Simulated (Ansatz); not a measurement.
Reaction (redistribution): `C[Si]O` + `COB(S)O[SiH3]` → `O[Si]O[SiH3]` + `COB(C)S`

Gas-phase electronic energies from Ansatz, PBE0-D4/def2-TZVP geometries. CCSD(T)/CBS adds triple-zeta CCSD(T) − MP2 to the extrapolated MP2 energy (def2 sets, frozen cores). This one scheme is used for every species. Functionals use def2-TZVPP. Each species was taken in one conformer, which may not be the lowest.

Problem. Is it downhill or uphill in electronic energy at CCSD(T)/CBS, and by how much? (An estimate is asked.)

Solution. Computed: Downhill: ΔE = -0.62 eV.

Problem. What do these levels give: r2SCAN-D4, ωB97X-V, HF/def2-TZVPP, HF/def2-QZVPP, SCS-MP2/def2-QZVPP, MP2/CBS(def2)? (Best estimate.)

Solution. Ansatz gave: r2SCAN-D4 -0.62, ωB97X-V -0.62, HF/def2-TZVPP -0.57, HF/def2-QZVPP -0.58, SCS-MP2/def2-QZVPP -0.66, MP2/CBS(def2) -0.68 eV.

Largest T1 diagnostic among the species: 0.014.

In def2-TZVPP, CCSD(T) changes the Hartree–Fock value by −0.04 eV (the triples alone add −0.01 eV) and MP2 by −0.09 eV.
